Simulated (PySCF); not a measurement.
Excitation energy of Se by level of theory

Se [Ar] 3d10 4s2 4p4 (3P) → Se [Ar] 3d10 4s2 4p3 4d1 (5D), as a difference of total energies. All numbers are calculated (PySCF 2.14, no relativity, point nucleus, in dyall-av2z (16s12p8d, 92 functions)). Correlated levels: valence: [Ar] 3d10 frozen; virtual orbitals above 40 to 60 times the deepest correlated orbital energy dropped. The calculations carry no spin-orbit coupling.

```
           method  excitation energy (cm⁻¹)  difference from reference (cm⁻¹)
              UHF                     70437                             +8004
    MP2 (valence)                     74999                            +12566
SCS-MP2 (valence)                     75332                            +12899
   CCSD (valence)                     75185                            +12752
CCSD(T) (valence)                     75357                            +12924
```

Reference: 62433 cm⁻¹ (measured; NIST levels, between the centres of gravity of the two terms).

These non-relativistic numbers lack the scalar-relativistic shift.

Errors of the correlated levels include the incompleteness of this basis and the frozen core.

The promoted electron is Rydberg-like, and one or two diffuse shells describe it only roughly, which tends to raise the upper state.
